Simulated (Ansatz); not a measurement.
```yaml
crystal:
  periodic: [false, false, false]
  atoms:
    - {symbol: S, position_ang: [-0.911162, 1.114952, -1.745383]}
    - {symbol: C, position_ang: [-0.089643, 0.245763, -0.383051]}
    - {symbol: N, position_ang: [-0.821075, -0.483161, 0.410560]}
    - {symbol: Si, position_ang: [0.900656, -0.420456, 0.828813]}
    - {symbol: H, position_ang: [-2.121545, 0.567870, -1.768643]}
    - {symbol: H, position_ang: [1.368055, 0.414615, 1.979486]}
    - {symbol: H, position_ang: [1.791672, -1.562608, 0.352771]}
basis:
  gaussian: {orbitals: STO-3G}
total_charge: -1
magnetization: {spin_polarized: true, initial_magnetization: 1}
hamiltonian: {xc: {name: B97M-V}}
scf: {lower_state_search: full}
relax: {f_tol: 0.001, max_steps: 3}
```

```sh
$ ansatz run in.yaml --threads 2 --pin off --events-out ev --progress --plain --max-ram 4352MiB
```

How does Ansatz answer? (Estimate.)

The calculation gave: The run did not converge.
```
Functional definition: B97M-V
417 factors; integrals over basis functions are off by at most 1.1e-5 eV
mean field evaluation 1: about -21031.9488 eV, gradient 2.0e1 eV
mean field evaluation 2: about -21031.9097 eV, gradient 2.0e1 eV
mean field evaluation 4: about -21034.4470 eV, gradient 6.8e0 eV
mean field evaluation 8: about -21034.7913 eV, gradient 2.3e-1 eV
mean field evaluation 16: about -21034.7918 eV, gradient 3.6e-4 eV
mean field evaluation 128: about -21034.7918 eV, gradient 8.0e-4 eV
mean field -21034.79180911 eV, -773.0143410907 hartree, gradient 1.3e-5 eV, S^2 0.755993; 11 other end points of the search recorded, 0 dependent functions left out
reference -21034.79183951 eV, -773.0143422079 hartree; 24, 23 occupied and 7, 8 virtual orbitals, 417 factors
relax step   1: F+E_penalty+E_count = -21034.79180911 eV  Δ(F+E_penalty+E_count) = +0.000e0 eV  max|allowed force component| = 6.438e0 eV/Å  Δτ_max = 0.0000 Å  (258 SCF iters, accepted)
418 factors; integrals over basis functions are off by at most 2.1e-5 eV
mean field -21035.93795211 eV, -773.0564610691 hartree, gradient 2.0e-5 eV, S^2 0.756587; 0 other end points of the search recorded, 0 dependent functions left out
reference -21035.93798222 eV, -773.0564621755 hartree; 24, 23 occupied and 7, 8 virtual orbitals, 418 factors
relax step   2: F+E_penalty+E_count = -21035.93795211 eV  Δ(F+E_penalty+E_count) = -1.146e0 eV  max|allowed force component| = 1.811e0 eV/Å  Δτ_max = 0.1941 Å  (32 SCF iters, accepted)
418 factors; integrals over basis functions are off by at most 2.4e-5 eV
mean field -21036.15979412 eV, -773.0646136128 hartree, gradient 2.0e-5 eV, S^2 0.756304; 0 other end points of the search recorded, 0 dependent functions left out
reference -21036.15982448 eV, -773.0646147286 hartree; 24, 23 occupied and 7, 8 virtual orbitals, 418 factors
relax step   3: F+E_penalty+E_count = -21036.15979412 eV  Δ(F+E_penalty+E_count) = -2.218e-1 eV  max|allowed force component| = 1.040e0 eV/Å  Δτ_max = 0.1980 Å  (33 SCF iters, accepted)
Error: geometry relaxation did not converge after 3 steps: max|allowed force component| = 1.04e0 eV/Å (threshold 1.0e-3). Raise `relax.max_steps` over both its present limit and 3, loosen `relax.f_tol`, or start from a geometry closer to equilibrium. Where this run's directory can be resumed (`checkpoint.write`), a resume goes on for up to `relax.max_steps` more
```
